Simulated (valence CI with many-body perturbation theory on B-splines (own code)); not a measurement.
# Hyperfine factors and g values of Cd XXXVI

Calculated by relativistic CI+MBPT: three valence electrons over a frozen Dirac-Fock core [Ne], a basis of 11 s, 11 p, 9 d, 7 f, 5 g, 2 h, 1 i functions for each j, with the one-electron correlation potential Σ1 (screened to all orders), the two-electron term Σ2, the three-electron term Σ3, Breit, model QED; selected single and double excitations, second order for the rest (own B-spline code, finite nucleus).

No measured spectrum was set against this ion. As an estimate, large intervals hold to a few tenths of a per cent, small ones and those within an open d or f shell to about a per cent.

A/g_I is the dipole constant over the nuclear g factor μ/I (μ in nuclear magnetons, uniformly magnetised nucleus), B/Q the quadrupole constant per barn. Both hold the static response of the core; the bare values leave it out. Large factors of s and p1/2 electrons are usually good to 5 to 10 %; those of open d and f shells near neutrality can be off by tens of per cent, and small factors of p3/2, d and f electrons come from cancelling terms and can be off by a factor of two or in sign, in half-filled shells by more. B is blank for J = 1/2, where it vanishes, and for nearly pure S terms. Energies count from the lowest level.

Levels are named by their leading jj configuration (3d3/2^4 stands for four electrons in 3d with j = 3/2), which in mixed levels can hold well under half, so a name can repeat and another be missing. Letters in brackets count levels of one name in rising energy.

```csv
Level,E (eV),g,A/g_I (MHz),A/g_I bare,B/Q (MHz/b),B/Q bare
(3s^2 3p1/2) J=1/2,0.00,0.659,290000,282000,,
(3s^2 3p3/2) J=3/2,47.54,1.329,48900,48700,90000,88200
(3s 3p1/2^2) J=1/2,83.79,2.402,811000,789000,,
(3s 3p1/2 3p3/2) J=3/2 [a],117.92,1.686,232000,227000,72900,71300
(3s 3p1/2 3p3/2) J=5/2,127.01,1.407,261000,255000,28200,27700
(3s 3p1/2 3p3/2) J=3/2 [b],140.43,0.903,1320,2380,78100,76600
(3s 3p1/2 3p3/2) J=1/2,149.01,1.151,-159000,-153000,,
(3s 3p3/2^2) J=5/2,168.34,1.364,178000,174000,32100,31700
(3s^2 3d3/2) J=3/2,180.06,0.889,8490,9750,92.0,879
(3s^2 3d5/2) J=5/2,194.79,1.215,69200,68400,49800,49700
(3s 3p3/2^2) J=1/2,196.92,1.769,896000,869000,,
(3s 3p3/2^2) J=3/2,201.89,1.171,-106000,-100000,-27600,-27000
(3p1/2^2 3p3/2) J=3/2,228.04,1.244,30800,32000,74400,73000
(3s 3p1/2 3d3/2) J=3/2 [a],241.39,0.519,-75600,-72500,24800,25000
(3s 3p1/2 3d3/2) J=5/2,246.49,1.070,213000,207000,-8980,-7990
(3s 3p1/2 3d5/2) J=5/2 [a],258.19,1.245,51600,51700,-4890,-3810
(3s 3p1/2 3d3/2) J=1/2,261.81,0.315,-334000,-323000,,
(3s 3p1/2 3d3/2) J=3/2 [b],261.97,1.340,154000,151000,15900,15700
(3p1/2 3p3/2^2) J=3/2 [a],262.90,1.390,-64100,-59200,-19900,-19200
(3s 3p1/2 3d5/2) J=7/2,263.21,1.259,165000,161000,-2020,-753
(3s 3p1/2 3d5/2) J=5/2 [b],267.07,1.320,117000,115000,16100,16300
(3s 3p1/2 3d5/2) J=5/2 [c],282.72,0.971,55800,55100,64400,63800
(3p1/2 3p3/2^2) J=1/2,284.09,0.661,266000,257000,,
(3p1/2 3p3/2^2) J=3/2 [b],289.99,1.041,-49300,-46500,32100,31900
(3s 3p3/2 3d5/2) J=9/2,296.67,1.329,125000,123000,111000,110000
(3s 3p3/2 3d3/2) J=5/2 [a],298.45,1.307,134000,132000,7670,7220
(3s 3p3/2 3d3/2) J=3/2 [a],298.56,1.415,193000,189000,-13500,-13800
(3s 3p3/2 3d3/2) J=1/2 [a],299.05,2.375,468000,457000,,
(3s 3p3/2 3d3/2) J=7/2,299.53,1.348,147000,144000,31100,30800
(3s 3p3/2 3d5/2) J=3/2 [a],308.23,1.284,-52300,-48400,-42900,-42000
(3s 3p3/2 3d5/2) J=5/2 [a],311.22,1.316,185000,180000,-42600,-41500
(3s 3p3/2 3d3/2) J=3/2 [b],317.34,1.027,6090,7490,-50800,-49600
(3s 3p3/2 3d5/2) J=7/2 [a],320.62,1.150,36700,37000,106000,105000
(3s 3p3/2 3d3/2) J=5/2 [b],328.43,0.919,-41600,-38900,74200,73700
(3s 3p3/2 3d3/2) J=1/2 [b],329.61,0.623,-96800,-92700,,
(3s 3p3/2 3d5/2) J=7/2 [b],330.58,1.178,69300,68500,79600,79200
(3s 3p3/2 3d5/2) J=1/2,336.97,0.667,-39700,-38100,,
(3s 3p3/2 3d5/2) J=3/2 [b],341.47,1.296,209000,204000,26800,26800
(3s 3p3/2 3d5/2) J=5/2 [b],342.87,1.130,-64000,-60300,-36500,-35100
(3p1/2^2 3d3/2) J=3/2,348.81,0.729,29100,28600,11800,12500
```

(1) Take the isotope of mass number 111, with I = 1/2, μ = -0.594 μN. What is the hyperfine structure of (3s 3p1/2 3p3/2) J=1/2?

Answers

(1) From the table A = 189000 MHz. Shifts from the centre of gravity in MHz: F = 0: -142000, F = 1: 47200.
